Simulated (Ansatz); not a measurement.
# Appearance energy of a fragment ion: SiH(CH3)(OH)(SiH3) → [SiH3]+ + SiH(CH3)(OH) + e⁻

Species: SiH(CH3)(OH)(SiH3), singlet; [SiH3]+ `[SiH3+]`, singlet; SiH(CH3)(OH), doublet. 

Shapes, held fixed at every level: PBE0-D4/def2-TZVP. Flexible molecules stand in one conformer, not always the lowest. Programs: Ansatz 0.2.0. Electronic energies: no zero-point or thermal term.

```
               level                    kind  ΔE (eV)  less CCSD(T)/CBS estimate
       HF/def2-TZVPP            Hartree–Fock   +10.04                      -1.49
    SPW92/def2-TZVPP                     LDA   +11.86                      +0.33
   PBE-D4/def2-TZVPP                     GGA   +11.47                      -0.06
 B3LYP-D4/def2-TZVPP           global hybrid   +11.44                      -0.09
  wB97M-V/def2-TZVPP  range-separated hybrid   +11.41                      -0.12
        MP2/def2-SVP     perturbation theory   +11.04                      -0.49
     CCSD/def2-TZVPP   coupled cluster or CI   +11.28                      -0.25
CCSD(T)/CBS estimate   coupled cluster or CI   +11.53                       0.00
```

The highest level, CCSD(T)/CBS estimate, gives ΔE = +11.53 eV; the levels span +10.04 to +11.86. The column of differences is taken from that level and isn't an error. No measured value is set beside it here. Open shells run unrestricted unless RO is named. The CBS estimate extrapolates MP2 from def2-TZVPP and def2-QZVPP and adds CCSD(T) − MP2 in the triple-zeta set, cores frozen. The onset seen in experiment also holds zero-point changes and kinetic shifts.
